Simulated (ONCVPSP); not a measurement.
# What one change does to a pseudopotential (arsenic, ONCV)

As (Z = 33), optimised norm-conserving Vanderbilt (ONCV), made with ONCVPSP 4.0.1 (PBE, scalar-relativistic). Core [Ar], reference 3d10 4s2 4p3. Waves: 4s: rc 1.45 bohr, ncon 3, nbas 8, qcut 4.4 1/bohr, 2 projectors, debl 0.4 Ha; 4p: rc 1.60 bohr, ncon 3, nbas 6, qcut 6.2 1/bohr, 1 projector; 3d: rc 1.15 bohr, ncon 5, nbas 10, qcut 14.6 1/bohr, 2 projectors, debl 0.7 Ha. Local part: polynomial inside 0.75 bohr (lpopt 1, dvloc0 0 Ha). Core correction: none.

In the s channel the program set the typed energies aside and used -0.533, 0.250 Ha. In the d channel the program set the typed energies aside and used -1.494, 0.250 Ha.

Change: s: qcut 2.6.

Cutoffs: the cutoffs (Ha) at which the residual kinetic energy of the hardest occupied pseudo-wave falls to 1 and 0.1 mHa per electron; they do not see the model core or the augmentation charge, which bear on the density cutoff. Errors are all-electron minus pseudo energies relative to the spin-unpolarised reference configuration.

**Question.** How do hardness, ghosts and transferability respond?

**Answer.** The potential gets harder (89 Ha and 98 Ha → 89 Ha and 127 Ha); both files keep a bound ghost (s); of the 4 tests that both files solve, the error grows in 1 and shrinks in 1 by more than 15 % and 0.3 meV (median size 3.6 → 4.9 meV).

```csv
quantity,base,changed
"cutoff, loose",89 Ha,89 Ha
"cutoff, tight",98 Ha,127 Ha
loose cutoff by channel,"s 9.7 Ha, p 9.4 Ha, d 89 Ha","s 82 Ha, p 9.4 Ha, d 89 Ha"
bound ghosts,s,s
GHOST(+) flags under 300 eV,p at 14.0 eV,p at 14.0 eV
"error for 3d10 4s2 4p2, meV [ΔE 9.15 eV]",+3.1,+2.9
"error for 3d10 4s2 4p1, meV [ΔE 27.07 eV]",+14,+13
"error for 3d10 4s2 4p0, meV [ΔE 54.77 eV]",+3.6,+2.1
"error for 3d10 4s1 4p4, meV [ΔE 9.42 eV]",+3.6,+6.9
s: phases at 1.47 bohr within 0.05 rad from the reference energy up to (Ha; the scan ends near 5),to the end of the scan,to the end of the scan
p: phases at 1.62 bohr within 0.05 rad from the reference energy up to (Ha; the scan ends near 5),0.3,0.3
d: phases at 1.17 bohr within 0.05 rad from the reference energy up to (Ha; the scan ends near 5),to the end of the scan,to the end of the scan
```

 A true bound ghost makes a file unfit for plane-wave use even where its test errors are small: the radial tests pick states by their node count and pass the ghost by.
